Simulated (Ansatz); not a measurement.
Hf(OH)4 cation (H4HfO4), SMILES [OH][Hf]([OH])([OH])[OH] (connectivity only; charge and spin as stated), charge +1, multiplicity 2. Atoms are numbered in the order given.

```xyz
9

Hf     0.0000     0.0000     0.0000
O      1.1518    -1.1518     1.0546
H      1.7117    -1.7117     1.6055
O     -1.1518     1.1518     1.0546
H     -1.7117     1.7117     1.6055
O      1.1518     1.1518    -1.0546
H      1.7117     1.7117    -1.6055
O     -1.1518    -1.1518    -1.0546
H     -1.7117    -1.7117    -1.6055
```
Charge +1, spin multiplicity 2.

The structure is a stationary point at PBE0-D3(BJ)/def2-SVP. The multiplicity is an assumed one; no other spin state was optimised. The isomer is the one that the SMILES or the coordinates give; other isomers of the formula were not compared. The def2 effective core potentials stand for the cores of Hf; spin–orbit coupling is left out. The values are those of a single conformer.

Two levels are set side by side: PBE-D3(BJ)/def2-SVP (Ansatz, an electronic-structure program) and PBE0-D3(BJ)/def2-SVP (Ansatz). Each level has its own optimised geometry; the coordinates shown are those of the second. Differences are taken from unrounded values.

| quantity | PBE0-D3(BJ) |
|---|---|
| mean bond length (Å) | 1.453 |
| bond Hf1–O2 (Å) | 1.940 |
| bond Hf1–O4 (Å) | 1.940 |
| bond Hf1–O6 (Å) | 1.940 |
| bond Hf1–O8 (Å) | 1.940 |
| bond O2–H3 (Å) | 0.965 |
| bond O4–H5 (Å) | 0.965 |
| bond O6–H7 (Å) | 0.965 |
| bond O8–H9 (Å) | 0.965 |

What does PBE-D3(BJ) give, and how far is it from PBE0-D3(BJ)? (The exact figures need the calculation; the answer reports its results.)


```
quantity              PBE-D3(BJ)  PBE-D3(BJ) minus PBE0-D3(BJ)
--------------------  ----------  ----------------------------
mean bond length (Å)       1.463                         0.010
bond Hf1–O2 (Å)            1.952                         0.011
bond Hf1–O4 (Å)            1.952                         0.011
bond Hf1–O6 (Å)            1.952                         0.011
bond Hf1–O8 (Å)            1.952                         0.011
bond O2–H3 (Å)             0.974                         0.010
bond O4–H5 (Å)             0.974                         0.010
bond O6–H7 (Å)             0.974                         0.010
bond O8–H9 (Å)             0.974                         0.010
```

GGA bonds tend to be longer and softer than those of functionals with exact exchange. Differences between two approximate levels are no errors against the true value.
